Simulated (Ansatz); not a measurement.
Harmonic frequencies (cm⁻¹) at PBE0-D4/def2-TZVP from Ansatz: 158, 158, 167, 169, 217, 222, 237, 472, 551, 696, 704, 757, 811, 835, 861, 1278, 1282, 1437, 1438, 1444, 1451, 3054, 3055, 3140, 3142, 3151, 3151.

Problem. Which molecule is it?
A. `C[Si](C)(Cl)Cl`
B. `CC([SiH3])(Cl)Cl`
C. `C#C[SiH](C#C)C#C`
D. `O[Si]([SiH3])(Cl)Br`

Solution. A.
